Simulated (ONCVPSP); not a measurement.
u(r) = r·R(r): atom against pseudo-atom (In)

Columns: radius, all-electron u(r) and pseudo u(r) of the 4s shell (level -127.00 eV) of indium in the configuration [Ar] 3d10 4s2 4p6 4d10 5s2; PBEsol, scalar-relativistic, ONCV scheme, ONCVPSP 4.0.1.

| r (bohr) | all-electron | pseudo |
| --- | --- | --- |
| 0.082 | 0.4667 | 0.1676 |
| 0.165 | -0.1718 | 0.3375 |
| 0.248 | -0.7017 | 0.5064 |
| 0.330 | -0.5305 | 0.6680 |
| 0.413 | -0.0066 | 0.8195 |
| 0.495 | 0.5309 | 0.9485 |
| 0.578 | 0.9397 | 1.0491 |
| 0.660 | 1.1766 | 1.1117 |
| 0.742 | 1.2690 | 1.1339 |
| 0.825 | 1.2554 | 1.1158 |
| 0.908 | 1.1741 | 1.0616 |
| 0.990 | 1.0577 | 0.9800 |
| 1.072 | 0.9274 | 0.8803 |
| 1.155 | 0.7954 | 0.7704 |
| 1.238 | 0.6716 | 0.6601 |
| 1.320 | 0.5616 | 0.5570 |
| 1.402 | 0.4652 | 0.4638 |
| 1.485 | 0.3816 | 0.3812 |
| 1.568 | 0.3110 | 0.3110 |
| 1.650 | 0.2529 | 0.2528 |
| 1.733 | 0.2042 | 0.2041 |
| 1.815 | 0.1648 | 0.1647 |
| 1.898 | 0.1322 | 0.1322 |
| 1.980 | 0.1061 | 0.1061 |
| 2.062 | 0.0849 | 0.0849 |
| 2.145 | 0.0677 | 0.0677 |

(1) How many radial nodes do the two functions have?

(2) At about which radius was the pseudo-wave matched?

(3) Where does each function peak?

(4) Is the pseudo-wave norm-conserving?

Results:

(1) The all-electron 4s function has n − l − 1 = 3 (the table is too coarse to show those close to the nucleus); the pseudo-wave has 0, since the states of the same l below it are removed with the core.

(2) 1.65 bohr. The columns agree to 0.0005 from 1.49 bohr on; several derivatives are matched, so the curves merge somewhat inside the radius.

(3) Outermost all-electron maximum near 0.74 bohr, pseudo maximum near 0.74 bohr (to the table’s step).

(4) Yes: the ONCV scheme keeps the norm inside the radius equal to the all-electron one, which fixes the energy derivative of the logarithmic derivative at the level.
